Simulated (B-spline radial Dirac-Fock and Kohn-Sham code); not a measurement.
# Eu⁶²⁺: scattering cross sections and density moments

System: Eu⁶²⁺, configuration 1s1.

Level of theory: Dirac-Fock densities; a B-spline atomic structure program.

| Item | Value |
| --- | --- |
| Sum of ⟨r⟩ | 0.02204 bohr |
| Sum of ⟨r²⟩ | 0.0006605 bohr² |
| Sum of ⟨1/r⟩ | 70.912 per bohr |
| Langevin diamagnetic susceptibility | -0.000523 × 10⁻⁶ cm³/mol |
| Lamb shielding (α²/3)Σ⟨1/r⟩ | 1259 ppm |

Coherent scattering is the Thomson cross section weighted by f₀², without anomalous dispersion; incoherent scattering is Klein-Nishina weighted by S. The Lamb formula is the non-relativistic shielding expression. Electron correlation is left out. A dash stands where the photon energy is too low for the impulse approximation behind that column.

```csv
hν (keV),coherent (b),incoherent (b),incoherent per electron (b)
5,0.6647,–,–
8.0478,0.6639,–,–
10,0.6631,–,–
17.4793,0.6589,–,–
20,0.6569,–,–
30,0.6468,–,–
100,0.5022,–,–
200,0.2839,–,–
```

Values without a named source are computed, but for edge energies of neutral atoms, which are taken from tables.
